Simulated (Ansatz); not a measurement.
Relaxation of ClGeH$_{3}$O (6 atoms, charge 0, multiplicity 1), to a largest force component of 0.03 eV/Å in at most 50 steps.

These are results of RKS PBE0-D4/def2-SVP in Ansatz, not measurements.

```xyz
6
Properties=species:S:1:pos:R:3
Ge -0.005 -0.050 -0.910
Cl 1.722 -0.109 2.037
H 2.140 0.157 0.799
O -1.071 1.373 -0.757
H -1.961 1.175 -0.442
H -1.089 -1.153 -0.458
```

**Question.** Where does it end, and by what steps?

**Answer.** The forces met the threshold. The force dipped under the threshold on the way, but the program's further checks kept it going. After 16 steps the energy has fallen by 0.102 eV; Cl2 moved furthest, 0.69 Å.

| step | energy less start (eV) | largest force component (eV/Å) | accepted |
| --- | --- | --- | --- |
| 0 | 0.0000 | 1.134 | yes |
| 1 | -0.0195 | 0.840 | yes |
| 2 | -0.0231 | 0.383 | yes |
| 3 | -0.0001 | 1.675 | no |
| 4 | -0.0518 | 0.367 | yes |
| 5 | -0.0698 | 0.242 | yes |
| 6 | -0.0923 | 0.070 | yes |
| 7 | -0.0933 | 0.073 | yes |
| 8 | -0.0563 | 1.167 | no |
| 9 | -0.0978 | 0.039 | yes |
| 10 | -0.1009 | 0.033 | yes |
| 11 | -0.0986 | 0.193 | no |
| 12 | -0.1013 | 0.017 | yes |
| 13 | -0.1014 | 0.146 | yes |
| 14 | -0.1018 | 0.047 | yes |
| 15 | -0.1022 | 0.054 | yes |
| 16 | -0.1024 | 0.010 | yes |

```xyz
6
Properties=species:S:1:pos:R:3
Ge -0.084 -0.214 -1.098
Cl 1.320 -0.280 1.506
H 2.255 0.507 1.099
O -0.943 1.326 -0.763
H -1.712 1.230 -0.191
H -1.099 -1.176 -0.284
```

Whether the end is a true minimum wasn't checked by a vibrational analysis.

Run time: 26 s on 1 thread of Intel(R) Xeon(R) 6975P-C (Granite Rapids), on a shared host, peak memory 0.18 GiB.
